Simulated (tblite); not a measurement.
Species: C8H11FNP.
Geometry (GFN2-xTB, Å), atoms numbered from 1 in this order:
```
atom  x, y, z in Å
C1     1.939   -1.471    0.320
C2     1.009   -0.896   -0.429
C3     0.891   -1.015   -1.911
P4    -0.236    0.101    0.500
N5     0.083    0.641    1.929
C6     1.150    1.568    2.253
C7    -1.776   -0.826    0.523
C8    -2.651   -0.309   -0.352
C9    -2.213    0.867   -1.080
C10   -0.942    1.196   -0.818
F11   -0.312    2.255   -1.342
H12    1.940   -1.330    1.390
H13    2.718   -2.093   -0.092
H14    1.081   -0.052   -2.385
H15   -0.118   -1.326   -2.183
H16    1.605   -1.740   -2.296
H17    0.948    2.573    1.872
H18    1.188    1.622    3.342
H19    2.131    1.254    1.886
H20   -1.939   -1.691    1.141
H21   -3.643   -0.704   -0.513
H22   -2.863    1.396   -1.756
```

Level: GFN2-xTB in tblite, geometry and Hessian alike; calculated harmonic values, unscaled, isolated species. This tight-binding method is rough: wavenumbers can miss measured ones by several per cent, in bad cases by 10 to 20. One conformer, not necessarily the lowest.

Harmonic wavenumbers (cm⁻¹): 34.7, 74.5, 79.1, 97.2, 114.5, 133.0, 155.2, 201.4, 230.4, 250.7, 302.6, 316.8, 352.1, 413.0, 456.7, 464.4, 487.5, 582.8, 623.0, 676.6, 693.3, 730.3, 826.5, 841.2, 886.2, 907.0, 913.1, 936.2, 1002.1, 1027.0, 1035.6, 1062.3, 1082.0, 1107.4, 1173.3, 1188.2, 1205.7, 1261.2, 1297.0, 1380.4, 1398.7, 1412.2, 1465.2, 1472.2, 1484.8, 1489.3, 1539.8, 1626.4, 1683.2, 2925.0, 2945.8, 2991.6, 2999.5, 3011.9, 3031.2, 3075.0, 3084.1, 3103.4, 3107.7, 3116.9.

A = 1134, B = 907.0, C = 797.2 MHz; mass 171.061 u (most abundant isotopes); point group C1, symmetry number 1.

Question: Zero-point energy?

Answer: Half the sum of the wavenumbers: 36783 cm⁻¹ = 105.17 kcal/mol.

Question: What is S at 500 K and 1 bar for an ideal gas of classical rigid rotors and harmonic oscillators?

Answer: Translation 43.91, rotation 31.89, vibration 68.21: S = 144.0 cal/(mol K).

Question: And Cp and H(500 K) − H(0)?

Answer: Cp = 69.63 cal/(mol K), of which vibrations give 61.68 (their classical limit is 60 R = 119.2); H(500 K) − H(0) = 20.87 kcal/mol without the zero-point energy, 16.89 from vibrations.

Question: How do the functions run with temperature in this model?

Answer: 
```json
{"T (K)": "50", "S (cal/(mol K))": "62.4", "Cp (cal/(mol K))": "16.0", "H − H(0) (kcal/mol)": "0.56", "G − H(0) (kcal/mol)": "-2.56", "ln q(vib)": "0.83"}
{"T (K)": "100", "S (cal/(mol K))": "76.0", "Cp (cal/(mol K))": "24.1", "H − H(0) (kcal/mol)": "1.57", "G − H(0) (kcal/mol)": "-6.04", "ln q(vib)": "2.67"}
{"T (K)": "298.15", "S (cal/(mol K))": "113.6", "Cp (cal/(mol K))": "48.6", "H − H(0) (kcal/mol)": "8.82", "G − H(0) (kcal/mol)": "-25.06", "ln q(vib)": "10.22"}
{"T (K)": "373.15", "S (cal/(mol K))": "125.5", "Cp (cal/(mol K))": "57.2", "H − H(0) (kcal/mol)": "12.79", "G − H(0) (kcal/mol)": "-34.03", "ln q(vib)": "12.92"}
{"T (K)": "750", "S (cal/(mol K))": "175.7", "Cp (cal/(mol K))": "86.7", "H − H(0) (kcal/mol)": "40.57", "G − H(0) (kcal/mol)": "-91.24", "ln q(vib)": "25.45"}
{"T (K)": "1000", "S (cal/(mol K))": "202.3", "Cp (cal/(mol K))": "97.6", "H − H(0) (kcal/mol)": "63.70", "G − H(0) (kcal/mol)": "-138.58", "ln q(vib)": "32.82"}
```

q(vib) and H(0) count from the zero-point level.

Question: What must be added to the electronic energy to get the Gibbs energy at 500 K and 1 bar?

Answer: ZPE + [H(500 K) − H(0)] − T·S = 105.17 + 20.87 − 72.01 = 54.03 kcal/mol.

Question: Blend soft modes into free rotors: weight 1/[1 + (100 cm⁻¹/ν̃)⁴] for the oscillator and the rest for a rotor with moment μB/(μ + B), μ = h/(8π²ν), B = 10⁻⁴⁴ kg m². What vibrational entropy results?

Answer: 62.79 cal/(mol K) in place of 68.21, which changes −T·S at 500 K by +2.71 kcal/mol.

Question: Which modes carry the vibrational entropy at 500 K?

Answer: 34.7 cm⁻¹: 6.57; 74.5 cm⁻¹: 5.05; 79.1 cm⁻¹: 4.93; 97.2 cm⁻¹: 4.53; 114.5 cm⁻¹: 4.20; 133.0 cm⁻¹: 3.91 cal/(mol K); the other 54 give 39.03 together.

Hindered rotation and anharmonicity are outside this model. Other conformers, if any are populated, would add a mixing term that is left out. The structure is chiral; the term R ln 2 for an equal mix with its mirror image is left out.
